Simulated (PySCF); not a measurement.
Compound: C₆H₇F₃O₂.
SMILES: `FC(F)([C@@H]1C2(CO1)COC2)F`

Torsions of this conformer, `[F:1][C:2]([F:3])([F:4])[C@H:5]1[O:6][CH2:7][C:8]12[CH2:9][O:10][CH2:11]2`: F1–C2–C5–O6 63°.

The closed-shell ground state was solved at several levels (PySCF, density fitting, gas phase, non-relativistic). Isolated species at its PBE0-D3(BJ)/def2-SVP geometry, gas phase.

```csv
level,basis functions,HOMO (eV),LUMO (eV),gap (eV),dipole (D)
B3LYP/def2-SVPD,291,-7.54,0.03,7.57,1.85
B3LYP/pcJ-1,367,-7.38,0.61,7.99,1.75
```

(1) What might PBE0/pcSseg-1 (222 basis functions) give for the same quantities?

(2) Over all these levels, which gives the widest orbital gap and which the narrowest?

(3) How far do the dipole and the HOMO energy spread over the levels?

Results:

(1) HOMO -7.63 eV, LUMO 0.87 eV, gap 8.50 eV, dipole 1.75 D.

(2) PBE0/pcSseg-1 (global hybrid, 25 % exact exchange) has the widest, 8.50 eV, and B3LYP/def2-SVPD (global hybrid, 20 % exact exchange) the narrowest, 7.57 eV. Functional and basis both differ between the two, so the spread mixes both effects.

(3) The dipole runs from 1.75 to 1.85 D (mean 1.78 D) and the HOMO from -7.63 to -7.38 eV.
